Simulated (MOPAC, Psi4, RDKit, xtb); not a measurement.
Two geometries of SMILES O=C(O)CB(O)O, relaxed at B3LYP-D3(BJ)/def2-SVP with one dihedral held; other torsions can differ between them too.

Structure A

```
12

O      0.9506    -1.1233    -1.4054
C      1.1974    -0.5375    -0.3849
O      2.3815     0.1295    -0.2338
C      0.2989    -0.4455     0.8236
B      0.7334     0.3633     2.1277
O     -0.1683     0.3676     3.1490
O      1.9089     1.0260     2.2766
H      2.8811     0.0092    -1.0602
H     -0.6685    -0.0505     0.4658
H      0.0541    -1.4829     1.1127
H      0.1551     0.8742     3.9063
H      2.4579     0.9447     1.4807
```

Structure B

```
12

O      1.3819    -1.6523    -0.8380
C      1.2827    -0.7243    -0.0571
O      2.3588    -0.1058     0.4499
C     -0.0231    -0.1999     0.4503
B     -0.7952    -1.3724     1.2203
O     -1.5641    -1.0536     2.2932
O     -0.6955    -2.6579     0.7971
H      3.1399    -0.5520     0.0774
H      0.0998     0.6961     1.0707
H     -0.6434     0.0517    -0.4273
H     -1.9985    -1.8334     2.6662
H     -0.0938    -2.7313     0.0335
```

**Question.** Which is lower in energy at the level DF-MP2 (frozen core)/cc-pVTZ // B3LYP-D3(BJ)/def2-SVP (Psi4), and by how much?

**Answer.** B is lower, by 14.58 kJ/mol (dihedral O1–C2–C4–B5: 180° in A, 60° in B).

E(B) − E(A) in kJ/mol at the other levels, on the same two geometries: B3LYP/def2-TZVP // B3LYP-D3(BJ)/def2-SVP (Psi4) -13.03; B3LYP-D3(BJ)/def2-TZVP // B3LYP-D3(BJ)/def2-SVP (Psi4) -13.66; PBE/def2-TZVP // B3LYP-D3(BJ)/def2-SVP (Psi4) -14.16; PBE-D3(BJ)/def2-TZVP // B3LYP-D3(BJ)/def2-SVP (Psi4) -14.49; HF/cc-pVTZ // B3LYP-D3(BJ)/def2-SVP (Psi4) -14.54; UFF // B3LYP-D3(BJ)/def2-SVP (RDKit) -67.84; AM1, restricted, heats of formation // B3LYP-D3(BJ)/def2-SVP (MOPAC) -6.89; PM7, restricted, heats of formation // B3LYP-D3(BJ)/def2-SVP (MOPAC) -7.43; GFN1-xTB // B3LYP-D3(BJ)/def2-SVP (xtb) -16.06.
